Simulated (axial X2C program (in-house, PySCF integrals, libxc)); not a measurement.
**Potential curves of WN, two-component**

All values were computed with an axial X2C code built on PySCF integrals. Two-component (2c) means X2C with spin–orbit coupling and atomic mean-field two-electron Coulomb and Gaunt terms. Basis: W dyall-cv3z [13s14p9d7f4g], N dyall-av3z [7s7p3d2f] (cores contracted in-house); Gaussian nuclei, density fitting, unrestricted open shells. Masses: W 183.951 u, N 14.003 u.

State: Ω = 3/2 (⟨Sz⟩ = 1.49, ⟨Lz⟩ = 0.01 at M06). Energies in eV from the lowest point of each curve. Fits are polynomials in 1 − R0/R over 0.85 to 1.23 times the lowest point R0.

```
 R (Å)     M06
1.4372  1.9032
1.5033  0.7837
1.5529  0.3018
1.6024  0.0576
1.6520  0.0000
1.7098  0.1138
1.7676  0.3713
1.8420  0.8419
1.9328  1.5155
```

The state is a single determinant with fixed occupations, the lowest that a limited PBE0 search found. Density functionals use the spin component along the axis (collinear). PBE0 can misorder states that lie within some tenths of an eV, so this need not be the ground state of the molecule. The nearest other 2c determinant of the search, Ω = 3/2, lies 0.49 eV up at the distance of the search. With several unpaired electrons one determinant need not be a pure state. This is the top spin component of a Σ state; components of lower Ω are not single determinants and can lie lower. The determinant is spin-polarised beyond a pure state at some levels (its spin-free form has ⟨S²⟩ too high), which makes Re and μ there less reliable. The stretched end of a curve changes character and is left out.

**Question.** Fit the M06 curve near its minimum: give the equilibrium distance and the harmonic wavenumber.

**Answer.** At M06, 2c: Re = 1.645 Å, ωe ≈ 1130 cm⁻¹; Be follows as 0.479 cm⁻¹.
